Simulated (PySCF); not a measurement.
Start geometry of `CCC[BH2-][NH3+]` from GFN2-xTB (Å):
```
atom  x, y, z in Å
C1     2.418    0.223    0.000
C2     0.965    0.223    0.468
C3     0.076   -0.682   -0.387
B4    -1.472   -0.789    0.102
N5    -2.114    0.720   -0.130
H6     3.031    0.872    0.625
H7     2.488    0.573   -1.029
H8     2.829   -0.783    0.044
H9     0.598    1.256    0.442
H10    0.923   -0.113    1.506
H11    0.517   -1.681   -0.379
H12    0.139   -0.340   -1.427
H13   -2.125   -1.516   -0.580
H14   -1.592   -1.005    1.268
H15   -1.579    1.368    0.436
H16   -2.019    0.957   -1.111
H17   -3.089    0.730    0.144
```

Task: What comes out of this run: PBE0-D3(BJ)/def2-SVP geometry optimisation, gas phase in PySCF 2.14.0?

Result: 
```
atom  x, y, z in Å
C1     2.4906    0.2875   -0.0182
C2     1.0345    0.2561    0.4245
C3     0.1353   -0.6486   -0.4160
B4    -1.4069   -0.7374    0.0509
N5    -2.0689    0.7544   -0.1403
H6     3.1060    0.9473    0.6143
H7     2.5835    0.6395   -1.0589
H8     2.9328   -0.7210    0.0222
H9     0.6513    1.2980    0.4173
H10    0.9757   -0.0617    1.4805
H11    0.5458   -1.6743   -0.3904
H12    0.2158   -0.3473   -1.4818
H13   -2.1034   -1.4691   -0.6486
H14   -1.5498   -0.9745    1.2501
H15   -1.5589    1.4513    0.4050
H16   -2.0388    1.0454   -1.1187
H17   -3.0422    0.7664    0.1631
```

The energy falls by 2.0 kcal/mol over 4 energy and gradient evaluations, the largest force component goes from 0.0161 to 3.0e-04 Eh/bohr, and the atoms move by 0.043 Å rms after alignment. The bond that changes most is B4–H14 (four-coordinate boron to B–H hydrogen), which lengthens by 0.039 Å. Bonds longer at the end by more than 0.005 Å: 12 of 16; shorter: 2. Among the angles that change most is B4–N5–H15, from 107.5° to 110.9°. Rotational constants go from 10567, 2198, 2017 to 10521, 2173, 1990 MHz. The orientation of the end geometry is arbitrary; only internal coordinates are fixed.

The run used 130 basis functions and 24 SCF cycles in all. Time: 22 s of wall time; peak memory 0.51 GiB. Hardware: Arm Neoverse V2, one thread, no GPU, on a shared host.

No PBE0-D3(BJ)/def2-SVP frequencies stand behind this structure, so it isn't proved a minimum. One conformer, not necessarily the lowest.
